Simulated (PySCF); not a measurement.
Au(Cl)(CO) (CAuClO), SMILES [O+]#[C-]->[Au][Cl], multiplicity 1.

Geometry optimised at B3LYP-D3(BJ)/def2-SVP. The spin state was assumed, not searched. The isomer is the one that the SMILES or the coordinates give; other isomers of the formula were not compared. The def2 effective core potentials stand for the cores of Au; spin–orbit coupling is left out.

Calculation: TDA-PBE/def2-SVPD (PySCF).

Vertical excitations; the highest root listed may be one member of a degenerate set. Isolated molecule, no solvent. State labels are in the subgroup C2v.

Question: Estimate the UV-visible absorptions. (An estimate is asked for; the answer gives what the named calculation found.)

Answer: 
```json
[
 {"state": "S1", "symmetry": "A2", "energy (eV)": "3.64", "λ (nm)": "341", "f": "0.000", "main pairs": "HOMO→LUMO 50 %, HOMO−1→LUMO+1 50 %"},
 {"state": "S2", "symmetry": "A1", "energy (eV)": "3.71", "λ (nm)": "334", "f": "0.000", "main pairs": "HOMO−1→LUMO, HOMO→LUMO+1 (degenerate set)"},
 {"state": "S3", "symmetry": "A2", "energy (eV)": "3.71", "λ (nm)": "334", "f": "0.000", "main pairs": "HOMO−1→LUMO+1, HOMO→LUMO (degenerate set)"},
 {"state": "S4", "symmetry": "B1", "energy (eV)": "4.62", "λ (nm)": "268", "f": "0.021", "main pairs": "HOMO−2→LUMO (degenerate set)"},
 {"state": "S5", "symmetry": "B2", "energy (eV)": "4.62", "λ (nm)": "268", "f": "0.021", "main pairs": "HOMO−2→LUMO+1 (degenerate set)"},
 {"state": "S6", "symmetry": "A1", "energy (eV)": "4.64", "λ (nm)": "267", "f": "0.272", "main pairs": "HOMO→LUMO+1 43 %, HOMO−1→LUMO 43 %"},
 {"state": "S7", "symmetry": "B1", "energy (eV)": "5.32", "λ (nm)": "233", "f": "0.000", "main pairs": "HOMO−3→LUMO, HOMO−4→LUMO+1 (degenerate set)"},
 {"state": "S8", "symmetry": "B2", "energy (eV)": "5.32", "λ (nm)": "233", "f": "0.000", "main pairs": "HOMO−3→LUMO+1, HOMO−4→LUMO (degenerate set)"},
 {"state": "S9", "symmetry": "B2", "energy (eV)": "5.49", "λ (nm)": "226", "f": "0.008", "main pairs": "HOMO−4→LUMO, HOMO−3→LUMO+1 (degenerate set)"},
 {"state": "S10", "symmetry": "B1", "energy (eV)": "5.49", "λ (nm)": "226", "f": "0.008", "main pairs": "HOMO−4→LUMO+1, HOMO−3→LUMO (degenerate set)"},
 {"state": "T1", "symmetry": "A1", "energy (eV)": "3.46", "λ (nm)": "358", "f": "0", "main pairs": "HOMO−1→LUMO 50 %, HOMO→LUMO+1 50 %"},
 {"state": "T2", "symmetry": "A1", "energy (eV)": "3.53", "λ (nm)": "351", "f": "0", "main pairs": "HOMO→LUMO+1, HOMO−1→LUMO (degenerate set)"},
 {"state": "T3", "symmetry": "A2", "energy (eV)": "3.53", "λ (nm)": "351", "f": "0", "main pairs": "HOMO→LUMO, HOMO−1→LUMO+1 (degenerate set)"},
 {"state": "T4", "symmetry": "A2", "energy (eV)": "3.64", "λ (nm)": "341", "f": "0", "main pairs": "HOMO−1→LUMO+1 50 %, HOMO→LUMO 50 %"}
]
```
Triplets are in the Tamm–Dancoff approximation.
